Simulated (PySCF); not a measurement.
**Molecular orbitals of HgBi⁺**

PBE0 at R = 2.896 Å; basis Hg def2-SVP with ECP60, Bi def2-SVP with ECP60; scalar-relativistic core potentials; PySCF 2.14. State: ³Σ⁻ (triplet), unpaired electrons π ↑↑. Only the outer orbitals are listed, counted within each symmetry, core potentials removing the inner ones.

| spin | orbital | occ. | ε (eV) | on Hg (%) | main shells (%) |
| --- | --- | --- | --- | --- | --- |
| α | 7σ | 1 | -18.47 | 95 | 94 Hg d |
| α | 4π | 1 | -18.44 | 99 | 99 Hg d |
| α | 4π | 1 | -18.44 | 99 | 99 Hg d |
| α | 2δ | 1 | -18.20 | 100 | 100 Hg d |
| α | 2δ | 1 | -18.20 | 100 | 100 Hg d |
| α | 8σ | 1 | -14.06 | 72 | 70 Hg s, 25 Bi p |
| α | 5π | 1 | -11.68 | 3 | 97 Bi p |
| α | 5π | 1 | -11.68 | 3 | 97 Bi p |
| α | 9σ | 0 | -9.01 | 41 | 60 Bi p, 28 Hg s, 12 Hg p |
| α | 6π | 0 | -4.92 | 96 | 96 Hg p |
| α | 6π | 0 | -4.92 | 96 | 96 Hg p |
| β | 6σ | 1 | -21.03 | 12 | 87 Bi s, 8 Hg d |
| β | 4π | 1 | -18.43 | 100 | 100 Hg d |
| β | 4π | 1 | -18.43 | 100 | 100 Hg d |
| β | 7σ | 1 | -18.38 | 90 | 90 Hg d, 9 Bi s |
| β | 2δ | 1 | -18.21 | 100 | 100 Hg d |
| β | 2δ | 1 | -18.21 | 100 | 100 Hg d |
| β | 8σ | 1 | -13.88 | 80 | 79 Hg s, 16 Bi p |
| β | 9σ | 0 | -8.45 | 36 | 64 Bi p, 18 Hg s, 17 Hg p |
| β | 5π | 0 | -8.16 | 8 | 92 Bi p |
| β | 5π | 0 | -8.16 | 8 | 92 Bi p |

Which are the highest filled and the lowest empty level, where do they sit, and how wide is the gap?

Highest filled α 5π at -11.68 eV (in %: 97 Bi p); lowest empty α 9σ at -9.01 eV (in %: 60 Bi p, 28 Hg s, 12 Hg p); the gap at PBE0 is 2.67 eV.

The bond order (Mayer) is 0.83. The ⟨S²⟩ is 2.014. The charge on Hg (Mulliken, basis-dependent) is 0.42, the charge on Hg (Löwdin, basis-dependent) is 0.40 and the dipole moment (positive dipole points towards Bi; it is taken about the centre of mass and depends on that origin) is 0.27 D. The polarisability along the bond is 100.2 bohr³. The polarisability across the bond is 43.4 bohr³.

These are scalar-relativistic numbers at best; spin–orbit coupling would shift them, the dissociation energy most. The state is the lowest determinant that a PBE0 search found; another state may lie lower at other levels.
